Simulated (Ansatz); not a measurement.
These are frozen-core CCSD(T)/cc-pVTZ // PBE0-D3(BJ)/def2-TZVP (Ansatz, a quantum-chemistry and plane-wave program) values and carry that method's errors. The restricted HF reference is unstable towards unrestricted orbitals.

Ansatz 0.2 input:
```yaml
crystal:
  periodic: [false, false, false]
  atoms:
    - { symbol: C, position_ang: [0.800912, -1.04487, 0.696813] }
    - { symbol: Si, position_ang: [1.459987, 0.481335, 0.240895] }
    - { symbol: Si, position_ang: [-0.493268, 1.273536, -0.700681] }
    - { symbol: Si, position_ang: [-0.948149, -0.897983, 0.095875] }
    - { symbol: H, position_ang: [1.252913, -1.892183, 1.200985] }
    - { symbol: H, position_ang: [2.857006, 0.954781, 0.465809] }
    - { symbol: H, position_ang: [-0.467392, 1.517914, -2.16749] }
    - { symbol: H, position_ang: [-1.124489, 2.440147, -0.027999] }
    - { symbol: H, position_ang: [-1.994385, -0.959528, 1.157401] }
    - { symbol: H, position_ang: [-1.343132, -1.87315, -0.961608] }
basis:
  gaussian: { orbitals: cc-pVTZ }
correlation:
  method: ccsd_t
```

Output:

```
Functional definition: HF
1238 factors; integrals over basis functions are off by at most 1.3e-3 eV
mean field evaluation 1: about -24707.8575 eV, gradient 3.3e1 eV
mean field evaluation 2: about -24708.1812 eV, gradient 3.3e1 eV
mean field evaluation 4: about -24711.8068 eV, gradient 4.3e0 eV
mean field evaluation 8: about -24711.9145 eV, gradient 3.0e-1 eV
mean field evaluation 16: about -24711.9155 eV, gradient 2.9e-6 eV
mean field -24711.91551510 eV, -908.1461448421 hartree, gradient 2.9e-6 eV, S^2 0.000000; 0 other end points of the search recorded, 0 dependent functions left out; unrestricted orbitals would lower it
16 core orbitals not correlated
reference -24711.91551510 eV, -908.1461448421 hartree; 11, 11 occupied and 189, 189 virtual orbitals, 1238 factors
second order -14.26656495 eV of doubles, -0.00000000 eV of singles
cycle   1  -15.11333615 eV  change   -8.5e-1 eV  update   1.0e-1
cycle   2  -15.62464982 eV  change   -5.1e-1 eV  update   3.4e-2
cycle   3  -15.71676524 eV  change   -9.2e-2 eV  update   1.5e-2
cycle   4  -15.71087749 eV  change    5.9e-3 eV  update   4.4e-3
cycle   5  -15.71066860 eV  change    2.1e-4 eV  update   1.9e-3
cycle   6  -15.71041798 eV  change    2.5e-4 eV  update   6.2e-4
cycle   7  -15.71048176 eV  change   -6.4e-5 eV  update   2.6e-4
cycle   8  -15.71060409 eV  change   -1.2e-4 eV  update   1.0e-4
cycle   9  -15.71059940 eV  change    4.7e-6 eV  update   3.4e-5
cycle  10  -15.71058173 eV  change    1.8e-5 eV  update   1.2e-5
perturbative correction -0.78475514 eV, -0.0288392193 hartree
Total energy: -24728.41085197 eV, -908.7523372910 hartree
```

Cost: about 3.0 core-minutes (a rough figure).
